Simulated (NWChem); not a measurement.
# Si2H6O3; SMILES O[SiH]([SiH2]O)O

```xyz
11

O      0.6917    -1.8331    -0.5671
Si    -0.6923    -1.2847     0.2331
Si    -0.0251     0.9535     0.4095
O      1.6005     0.8424     0.0753
O     -0.8962     1.8074    -0.7245
H      0.7413    -2.7633    -0.8069
H     -1.9258    -1.5413    -0.5759
H     -0.8682    -1.9930     1.5435
H     -0.1460     1.6236     1.7366
H      1.8078     0.0214    -0.3957
H     -0.7340     2.7552    -0.7671
```
Atoms are numbered in this order, from 1.

Results from NWChem. Pople sets run with spherical d functions. The geometry was optimised at PBE0/def2-SVP. Level M06-L/6-31G*: energy and gradient on several grids; changes count from the extra-fine grid, which is no exact limit either.

```
grid     size of the energy change (μHa)  largest change of a gradient component (μHa/bohr)  time, medium = 1 (rough)
-------  -------------------------------  -------------------------------------------------  ------------------------
xcoarse                            30000                                               7000                   about 1
coarse                              3000                                               2000                   about 1
medium                               300                                                700                   about 1
fine                                  20                                                100                   about 1
xfine                               < 10                                               < 30                         3
```
